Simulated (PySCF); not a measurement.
# Electron correlation in As (arsenic, neutral)

[Ar] 3d10 4s2 4p2 5s1, high-spin 4P determinant (an excited configuration). Computed with PySCF 2.14 in aug-cc-pVQZ-DK (8s7p5d3f2g, 93 functions), with scalar relativity by spin-free X2C-1e. Frozen: [Ar] 3d10; 5 electrons correlated.

```json
{"level": "CCSD", "correlation energy (mhartree)": "-81.58"}
{"level": "(T)", "correlation energy (mhartree)": "-2.84"}
{"level": "CCSD(T)", "correlation energy (mhartree)": "-84.42"}
```

Diagnostics: T1 = 0.014, D1 = 0.0415, largest double amplitude 0.085.

Is a single reference adequate?

Mostly. T1 lies below 0.03, but a double amplitude of this size points to a near-degeneracy that CCSD handles and MP2 describes poorly.
